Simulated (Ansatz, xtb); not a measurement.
**C5H3NO: 3 structures ranked**

3 gas-phase structures of C5H3NO, from a drawn sample of its isomers (lower ones may exist). Each was relaxed with GFN2-xTB; where two conformers were screened, the lower at r2SCAN-D4/def2-SVP is listed:

A. `N#CC#CCC=O`, a singlet
B. `C#C[C@@H](C#N)C=O`, a singlet
C. `N#CCC#CC=O`, a singlet

Estimate their order in r2SCAN-D4/def2-SVP energy at these geometries, lowest first.

Calculated order at r2SCAN-D4/def2-SVP: A (0.0), C (7.9), B (15.1) kcal/mol.

Energies above the lowest of each column, in kcal/mol; the last columns are at PBE0-D3(BJ)/def2-SVP geometries:

```tsv
structure	GFN2-xTB	HF/STO-3G	r2SCAN-D4/def2-SVP	PBE0-D3(BJ)/def2-SVP	CCSD(T)/def2-SVP + ΔMP2/def2-TZVPP
A	0.0	0.0	0.0	0.0	0.0
C	0.5	4.5	7.9	6.0	3.5
B	8.3	11.5	15.1	12.7	8.0
```

Every level run on A puts it lowest or level with the lowest. Flexible structures stand in one conformer each, not always the lowest. ΔMP2 is the change of the MP2 energy from the smaller to the larger basis.

Programs: Ansatz 0.2.0, xtb 6.7.1.
